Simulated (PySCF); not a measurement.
Can point charges reproduce the dipole moment of `N#C[C@@]12[C@H]3C[C@@H]1[C@@H]2C3`?

Coordinates (GFN2-xTB, Å) and charges (e) from the PBE0/pcSseg-1 density (PySCF):

```json
{"atom": "N1", "x": "3.209", "y": "-0.669", "z": "1.096", "Mulliken": "-0.2506", "IAO": "-0.2590", "Hirshfeld": "-0.2370", "ESP-fitted": "-0.4683"}
{"atom": "C2", "x": "2.130", "y": "-0.436", "z": "0.777", "Mulliken": "+0.0897", "IAO": "+0.1360", "Hirshfeld": "+0.0659", "ESP-fitted": "+0.3346"}
{"atom": "C3", "x": "0.828", "y": "-0.158", "z": "0.373", "Mulliken": "-0.1855", "IAO": "-0.0593", "Hirshfeld": "+0.0111", "ESP-fitted": "-0.0203"}
{"atom": "C4", "x": "0.098", "y": "-0.189", "z": "-1.009", "Mulliken": "-0.2345", "IAO": "-0.0925", "Hirshfeld": "-0.0057", "ESP-fitted": "+0.0401"}
{"atom": "C5", "x": "-0.999", "y": "-1.054", "z": "-0.375", "Mulliken": "+0.0138", "IAO": "-0.2594", "Hirshfeld": "-0.0674", "ESP-fitted": "-0.2369"}
{"atom": "C6", "x": "-0.533", "y": "-0.493", "z": "0.954", "Mulliken": "-0.1288", "IAO": "-0.1168", "Hirshfeld": "-0.0243", "ESP-fitted": "-0.0789"}
{"atom": "C7", "x": "-0.152", "y": "0.947", "z": "0.720", "Mulliken": "-0.1289", "IAO": "-0.1168", "Hirshfeld": "-0.0244", "ESP-fitted": "-0.0871"}
{"atom": "C8", "x": "-0.391", "y": "1.242", "z": "-0.747", "Mulliken": "+0.0137", "IAO": "-0.2594", "Hirshfeld": "-0.0674", "ESP-fitted": "-0.2386"}
{"atom": "H9", "x": "0.561", "y": "-0.464", "z": "-1.950", "Mulliken": "+0.0933", "IAO": "+0.1489", "Hirshfeld": "+0.0521", "ESP-fitted": "+0.0807"}
{"atom": "H10", "x": "-2.025", "y": "-0.844", "z": "-0.678", "Mulliken": "+0.1179", "IAO": "+0.1288", "Hirshfeld": "+0.0395", "ESP-fitted": "+0.1075"}
{"atom": "H11", "x": "-0.800", "y": "-2.121", "z": "-0.459", "Mulliken": "+0.1371", "IAO": "+0.1484", "Hirshfeld": "+0.0484", "ESP-fitted": "+0.1060"}
{"atom": "H12", "x": "-0.742", "y": "-0.886", "z": "1.935", "Mulliken": "+0.1038", "IAO": "+0.1620", "Hirshfeld": "+0.0607", "ESP-fitted": "+0.1213"}
{"atom": "H13", "x": "-0.068", "y": "1.661", "z": "1.522", "Mulliken": "+0.1038", "IAO": "+0.1620", "Hirshfeld": "+0.0607", "ESP-fitted": "+0.1238"}
{"atom": "H14", "x": "0.291", "y": "1.999", "z": "-1.127", "Mulliken": "+0.1371", "IAO": "+0.1484", "Hirshfeld": "+0.0484", "ESP-fitted": "+0.1061"}
{"atom": "H15", "x": "-1.412", "y": "1.474", "z": "-1.053", "Mulliken": "+0.1179", "IAO": "+0.1288", "Hirshfeld": "+0.0395", "ESP-fitted": "+0.1101"}
```

What dipole does each set of charges give (1 e·Å = 4.803 D), and what does the density give?

The full density gives (-4.28, 0.93, -1.24) D, 4.55 D in size; dipole vectors point from the negative to the positive end.

| scheme | μx | μy | μz | size (D) | share of the full size (%) | angle to the full dipole (°) |
| --- | --- | --- | --- | --- | --- | --- |
| Mulliken | -5.90 | 1.16 | -2.47 | 6.49 | 143 | 7 |
| IAO | -3.48 | 0.76 | -0.96 | 3.69 | 81 | 1 |
| Hirshfeld | -3.27 | 0.71 | -0.96 | 3.49 | 77 | 0 |
| ESP-fitted | -4.31 | 0.92 | -1.27 | 4.59 | 101 | 0 |

Which set comes closest?

Length of the difference vector: ESP-fitted 0.04 D, IAO 0.86 D, Hirshfeld 1.07 D, Mulliken 2.04 D. Closest: ESP-fitted. 

What is left for the Hirshfeld atoms' own dipoles?

The shares of the density sum to the whole, so what Σ q r misses lies in dipoles about the nuclei. The atomic dipoles sum to (-4.28, 0.93, -1.24) − (-3.27, 0.71, -0.96) = (-1.01, 0.22, -0.28) D, 1.07 D in size.

With the origin at the mean of the coordinates, (0.000, 0.001, -0.001) Å, which are the largest single terms, by size, of the Hirshfeld dipole along the direction of the full one?

N1 +3.93, C2 -0.73, H10 +0.36, H15 +0.36, C5 -0.27 D; all 15 atoms together +3.49 D. The single terms depend on the origin, their sum doesn't.

Give the size of the full dipole in other units.

4.55 D = 1.791 au = 0.948 e·Å = 15.19 × 10⁻³⁰ C·m.

Geometry: GFN2-xTB; no solvent, vibrations or thermal averaging.
